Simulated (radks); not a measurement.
Q: The mean radii <r> (bohr) of the occupied orbitals of an atom or ion are listed with their occupations. Calculated with a radial shooting solver on a logarithmic mesh with Libxc functionals: Dirac Kohn-Sham, BLYP, spin-unpolarised, spherical densities, point nucleus.

| orbital | occ. | <r> |
|---|---|---|
| 1s1/2 | 2 | 0.05619 |
| 2s1/2 | 2 | 0.2553 |
| 2p1/2 | 2 | 0.2228 |
| 2p3/2 | 4 | 0.2259 |
| 3s1/2 | 2 | 0.7777 |
| 3p1/2 | 2 | 0.8166 |
| 3p3/2 | 4 | 0.8268 |
| 3d3/2 | 3.2 | 1.138 |
| 3d5/2 | 4.8 | 1.147 |

Name the element and its charge. Open shells, if any, are shared by 2j + 1.

A: Z = 27, cobalt, charge +1: Co+ in [Ar] 3d8. The 1s radius gives Z: for a bare nucleus <r> = (2 gamma + 1)/(2Z) with gamma = sqrt(1 - (Z/c)^2), 0.05483 bohr for Z = 27, and screening makes it slightly larger (0.05619 here). The occupations add up to 26, and the charge is Z minus that.
